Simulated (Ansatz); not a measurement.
These are frozen-core CCSD(T)/cc-pVTZ // B3LYP-D3(BJ)/def2-TZVP in Ansatz (a first-principles code) values and carry that method's errors.

Ansatz 0.2 input:
```yaml
crystal:
  periodic: [false, false, false]
  atoms:
    - { symbol: C, position_ang: [1.398634, -0.208502, -0.358618] }
    - { symbol: C, position_ang: [0.489658, 0.520363, 0.274512] }
    - { symbol: C, position_ang: [-0.957006, 0.159434, 0.432787] }
    - { symbol: O, position_ang: [-1.358888, -1.005701, -0.264374] }
    - { symbol: H, position_ang: [2.425848, 0.12031, -0.439791] }
    - { symbol: H, position_ang: [1.149888, -1.165163, -0.80043] }
    - { symbol: H, position_ang: [0.774704, 1.467469, 0.725148] }
    - { symbol: H, position_ang: [-1.574569, 1.022439, 0.145205] }
    - { symbol: H, position_ang: [-1.173191, -0.035752, 1.48729] }
    - { symbol: H, position_ang: [-1.175078, -0.874896, -1.201731] }
basis:
  gaussian: { orbitals: cc-pVTZ }
correlation:
  method: ccsd_t
```

Output:

```
Functional definition: HF
1168 factors; integrals over basis functions are off by at most 1.1e-3 eV
mean field evaluation 1: about -5221.4257 eV, gradient 3.6e1 eV
mean field evaluation 2: about -5221.4293 eV, gradient 3.6e1 eV
mean field evaluation 4: about -5224.4687 eV, gradient 4.1e0 eV
mean field evaluation 8: about -5224.5151 eV, gradient 2.4e-4 eV
mean field evaluation 16: about -5224.5129 eV, gradient 2.1e-1 eV
mean field -5224.51511451 eV, -191.9973891549 hartree, gradient 2.1e-6 eV, S^2 0.000000; 0 other end points of the search recorded, 0 dependent functions left out
4 core orbitals not correlated
reference -5224.51511451 eV, -191.9973891549 hartree; 12, 12 occupied and 188, 188 virtual orbitals, 1168 factors
second order -20.18843485 eV of doubles, -0.00000000 eV of singles
cycle   1  -20.47256118 eV  change   -2.8e-1 eV  update   8.8e-2
cycle   2  -20.95868181 eV  change   -4.9e-1 eV  update   2.7e-2
cycle   3  -21.05687788 eV  change   -9.8e-2 eV  update   1.2e-2
cycle   4  -21.04976867 eV  change    7.1e-3 eV  update   3.2e-3
cycle   5  -21.05062504 eV  change   -8.6e-4 eV  update   1.3e-3
cycle   6  -21.05118199 eV  change   -5.6e-4 eV  update   3.2e-4
cycle   7  -21.05104753 eV  change    1.3e-4 eV  update   1.2e-4
cycle   8  -21.05101470 eV  change    3.3e-5 eV  update   3.4e-5
cycle   9  -21.05102464 eV  change   -9.9e-6 eV  update   1.4e-5
perturbative correction -0.85729467 eV, -0.0315049979 hartree
Total energy: -5246.42343382 eV, -192.8025050393 hartree
```

Cost: roughly 4 core-minutes.
